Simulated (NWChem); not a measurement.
System: ZnHI; SMILES [I][ZnH]

def2 effective core potentials on I; no spin-orbit coupling.

Question: Give the equilibrium geometry at PBE0/def2-SVP with def2 effective core potentials on I (NWChem) as a Z-matrix, with the point group.

Answer: point group C*v; any orientation.
```
Zn
H 1 1.5362
I 1 2.4382 2 180.00
```
